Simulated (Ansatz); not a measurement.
A structure relaxed at PBE0-D4/def2-TZVP, charge 0, multiplicity 1:

```tsv
atom	x (Å)	y (Å)	z (Å)
C1	-0.503	-0.861	-2.058
S2	-1.665	0.032	-0.984
Sn3	-0.912	-0.766	1.145
S4	1.418	-0.239	1.292
C5	1.330	1.556	1.020
H6	0.528	-0.704	-1.739
H7	-0.725	-1.928	-2.081
H8	-0.629	-0.453	-3.061
H9	-1.021	-2.464	1.263
H10	-1.830	0.071	2.314
H11	2.356	1.903	0.894
H12	0.888	2.064	1.877
H13	0.764	1.789	0.118
```

(1) Give its formula and SMILES.

(2) Point group (tolerance 0.08 Å, 0.16 Å for H)?

(3) Summarise the bond lengths by kind.

Answers

(1) C2H8S2Sn, `C[S][SnH2][S]C`.

(2) C2.

(3) 2 × C–S 1.817 Å; 6 × C–H 1.090 Å; 2 × S–Sn 2.394 Å; 2 × H–Sn 1.706 Å.

Computed with Ansatz.
